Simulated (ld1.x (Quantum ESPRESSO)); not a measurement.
What one change does to a pseudopotential (As (Z = 33), TM semilocal)

* Element: arsenic
* Generator: ld1.x (Quantum ESPRESSO) 7.5
* Type: norm-conserving Troullier–Martins (semilocal form)
* Functional: PBEsol
* Relativity: scalar-relativistic
* Frozen core: [Ar] 3d10
* Valence charge: 5
* Reference configuration: 4s2 4p3
* Partial waves: 4s (bound): rc 1.65 bohr; 4p (bound): rc 1.70 bohr
* Local potential: the p channel
* Core correction: Bessel-smoothed model core inside 0.90 bohr

Change: all radii but the core radius scaled by about 0.86 (s 1.42, p 1.46 bohr).

Cutoffs: the cutoffs (Ry, on a coarse ladder) from which the occupation-weighted sum of valence levels, in a spherical-Bessel basis at the reference potential, stays within 10 and 1 mRy of its value at 400 Ry; they do not see the model core or the augmentation charge, which bear on the density cutoff. Errors are all-electron minus pseudo energies relative to the spin-unpolarised reference configuration.

**Question.** What does the change do?

**Answer.** The potential gets harder (35 Ry and 50 Ry → 45 Ry and 90 Ry); of the 7 tests that both files solve, the error grows in 0 and shrinks in 3 by more than 15 % and 0.3 meV (median size 20.9 → 19.8 meV); neither file shows a bound ghost. A smaller radius makes the pseudo-wave follow the all-electron one further in, where it bends more sharply, so more plane waves are needed. Less of the atom is replaced, so other configurations are described better. A semilocal file is local in each channel, so a ghost entry of none says nothing of the separable form that plane-wave codes build from it.

```csv
quantity,base,changed
"cutoff, loose",35 Ry,45 Ry
"cutoff, tight",50 Ry,90 Ry
loose cutoff by channel (10 mRy a level),"s 18 Ry, p 6 Ry","s 18 Ry, p 15 Ry"
bound ghosts,none,none
"error for 4s2 4p2, meV [ΔE 9.16 eV]",-2.8,-2.2
"error for 4s2 4p1, meV [ΔE 27.10 eV]",-21,-20
"error for 4s2 4p0, meV [ΔE 54.82 eV]",-90,-95
"error for 4s2 4p3.3, meV [ΔE -1.23 eV]",+0.1,+0.1
"error for 4s1 4p0, meV [ΔE 105.45 eV]",-359,-377
"error for 4s1 4p4, meV [ΔE 9.42 eV]",-8.8,-6.5
"error for 4s0 4p5, meV [ΔE 19.07 eV]",-34,-24
```
